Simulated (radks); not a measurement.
The numbers below are computed, except where a source is named.
Trend from B3+ to Ne3+: ionisation energy by Delta-SCF between NIST ground configurations, and size. Level of theory: non-relativistic Kohn-Sham, PBE, spin-unpolarised, spherical densities, point nucleus (a radial shooting solver on a logarithmic mesh with Libxc functionals).

species	configuration	configuration of the ion	IE (eV)	NIST (eV)	kind	-e(HOMO) (eV)	outermost	<r> outermost (bohr)	r at 0.001 e/bohr^3 (bohr)
B3+	[He]	1s1	265.44	259.37	theory	231.32 (1s)	1s	0.327	1.23
C3+	[He] 2s1	[He]	63.854	64.494	exp.	56.080 (2s)	2s	1.28	2.46
N3+	[He] 2s2	[He] 2s1	77.769	77.474	exp.	68.081 (2s)	2s	1.11	2.42
O3+	[He] 2s2 2p1	[He] 2s2	76.901	77.414	exp.	64.956 (2p)	2s	0.978	2.34
F3+	[He] 2s2 2p2	[He] 2s2 2p1	85.798	87.18	semi-emp.	72.759 (2p)	2s	0.878	2.26
Ne3+	[He] 2s2 2p3	[He] 2s2 2p2	94.625	97.190	semi-emp.	80.547 (2p)	2s	0.797	2.18

Reference values: NIST Atomic Spectra Database (exp. = measured, semi-emp. = semi-empirical, theory = theoretical value adopted there). Spin polarisation and multiplet splitting are left out, so open shells lie too high by an amount that depends on their filling.

Beside tabulated values, note that spin-unpolarised runs miss the spin-polarisation part of the exchange energy of open shells.
